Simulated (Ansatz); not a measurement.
Cd₄. Total charge 0; singlet. Geometry B3LYP/def2-SVP; atoms count from 1.

```xyz
4

Cd   -0.901   -1.419   -1.333
Cd    1.878    0.649   -0.808
Cd    0.324   -0.920    1.911
Cd   -1.301    1.690    0.231
```

In the def2 sets Cd takes a core potential; there is no spin–orbit coupling. The structure comes from a short search, and lower isomers may exist.

**Question.** Estimate the Mulliken populations from the PBE0/def2-TZVP orbitals of Ansatz.

**Answer.** 
```csv
atom,charge (e),d electrons
Cd1,0.00,10.00
Cd2,0.00,10.00
Cd3,0.00,10.00
Cd4,0.00,10.00
```
Mulliken values and Mayer orders depend strongly on the basis.
